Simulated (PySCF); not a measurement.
SMILES C=CC[Si](F)(F)F (C3H5F3Si) at its GFN2-xTB optimised geometry (Å):

```
12

C     -2.5365    -0.3975    -2.1511
C     -1.7275    -1.0050    -1.3049
C     -0.2290    -0.9666    -1.3956
Si     0.5368     0.0341     0.0000
F      2.1253     0.0341     0.0000
F      0.1386     1.5694     0.0000
F      0.1450    -0.4726     1.4522
H     -2.1620     0.1750    -2.9838
H     -3.6063    -0.4474    -2.0488
H     -2.1253    -1.5694    -0.4728
H      0.1542    -1.9897    -1.3588
H      0.0642    -0.5471    -2.3601
```

Computed with B3LYP/def2-TZVP in PySCF. Cells within 0.4 Å of a nucleus heavier than hydrogen are left out (blank, or x).

Map of the LUMO amplitude (bohr^(-3/2)) on the plane z = 0.0 Å; orbital energy -0.53 eV, overall sign arbitrary:

```
|3333333333333333333333333333333|
|3333333333333333333333333333333|
|3333333333333333333333333333333|
|3333333333333333333333333333333|
|3333333333333333333333333333333|
|3333333333333333333333333333333|
|3333333333333333333333333333333|
|3333333333333333333333333333333|
|3333333333333222444333333333333|
|333333333333321xx54333333333333|
|333333333333321xx64333333333333|
|333333334444433x543333332333333|
|3333333445555444332233332233333|
|3333334455666554322234422223333|
|3333344567777665xx3248xx2223333|
|3333345678888765xxx25xxx1223333|
|33334457899987643x1147x32223333|
|3333456789998763100124433233333|
|3334456789987653100123333333333|
|3333445678776543211122333333333|
|3333444556555544322223333333333|
|3333333444444444333333333333333|
|3333333333333344433333333333333|
|3333333222233334444333333333333|
|3333333222233334444333333333333|
|3333333222233334444333333333333|
|3333333333333333343333333333333|
|3333333333333333333333333333333|
|3333333333333333333333333333333|
|3333333333333333333333333333333|
|3333333333333333333333333333333|
```
Scale: ten equal steps from -0.039 (start of '0') to 0.070 (end of '9'), in the order '0123456789'; x runs from -4.50 to 4.50, y from -4.50 (bottom) to 4.50 (top).
